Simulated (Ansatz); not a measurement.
This geometry of CH7AlO2Si (12 atoms, charge 0, multiplicity 1) is a first-order saddle point.

Computed with Ansatz 0.2.0, RKS BLYP-D4/def2-SVP.

```xyz
12
Properties=species:S:1:pos:R:3
O -2.036 1.176 1.120
Al -0.805 1.476 -0.062
C -0.500 0.007 -1.329
O 0.494 -0.020 -0.133
Si 1.379 -1.356 0.463
H -2.227 1.807 1.833
H -0.094 2.893 -0.171
H -1.106 -0.919 -1.302
H 0.094 0.066 -2.260
H 0.920 -1.668 1.854
H 1.121 -2.509 -0.457
H 2.836 -1.009 0.477
```

**Question.** Which two structures does it join? (They come from a converged band through this point; their orientation in space is the band's.)

**Answer.** No bond is made or broken. The dihedral C3–O4–Si5–H10 goes from -176 to -55°. The two ends are copies of one structure, up to a mirror image or an exchange of like atoms.

Initial state:

```xyz
12
Properties=species:S:1:pos:R:3
O -2.504 0.650 0.352
Al -0.988 1.366 -0.085
C 0.083 0.316 -1.352
O 0.498 0.079 0.130
Si 1.322 -1.308 0.689
H -3.093 1.049 1.012
H -0.585 2.820 0.413
H -0.294 -0.640 -1.767
H 0.977 0.667 -1.903
H 1.424 -1.163 2.174
H 0.556 -2.540 0.315
H 2.680 -1.350 0.056
```

Final state:

```xyz
12
Properties=species:S:1:pos:R:3
O -1.733 1.370 1.376
Al -0.752 1.509 -0.045
C -0.725 -0.091 -1.184
O 0.486 -0.023 -0.206
Si 1.384 -1.383 0.305
H -1.784 2.078 2.038
H -0.057 2.880 -0.442
H -1.330 -0.984 -0.931
H -0.325 -0.157 -2.214
H 0.466 -2.399 0.914
H 2.074 -1.978 -0.884
H 2.371 -0.878 1.309
```

**Question.** How far does it lie above each of them?

**Answer.** 5.1 kJ/mol above the first and 5.1 kJ/mol above the second. This is the barrier of this one path; another mechanism may lie lower.

Time of the run: 88 s on 2 threads of Arm Neoverse V2 (shared host), peak memory 0.15 GiB.
